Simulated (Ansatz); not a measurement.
CH5BrGe, SMILES `[GeH3][CH2]Br`. Charge 0, multiplicity 1. Geometry: relaxed with PBE0-D4/def2-TZVP.

```xyz
8

Ge    0.314   -0.914   -0.196
C    -0.382    0.910    0.001
Br   -0.029    1.588    1.786
H    -0.371   -1.824    0.831
H     1.831   -0.898    0.033
H     0.005   -1.407   -1.622
H     0.093    1.599   -0.694
H    -1.460    0.947   -0.139
```

Q: What is the dipole moment at r2SCAN/def2-TZVPP? (Best estimate.)

A: Ansatz gave: 1.70 D, with components (-0.40, -0.41, -1.60) D in this frame, pointing from negative to positive charge.

Q: And with PBE, B3LYP, ωB97M-V? (Estimate.)

A: Computed: PBE 1.57 D, B3LYP 1.66 D, ωB97M-V 1.68 D.

Q: Give the Mulliken charges with r2SCAN, B3LYP, ωB97M-V in def2-TZVPP. (Estimate.)

A: Ansatz gave: 
```tsv
atom	r2SCAN	B3LYP	ωB97M-V
Ge1	0.12	0.12	0.06
C2	-0.20	-0.28	-0.37
Br3	-0.14	-0.13	-0.10
H4	0.00	0.00	0.03
H5	0.00	0.00	0.03
H6	-0.02	-0.01	0.01
H7	0.12	0.15	0.18
H8	0.12	0.15	0.18
```

B3LYP here is the variant with VWN-RPA as its local correlation; programs differ in this.
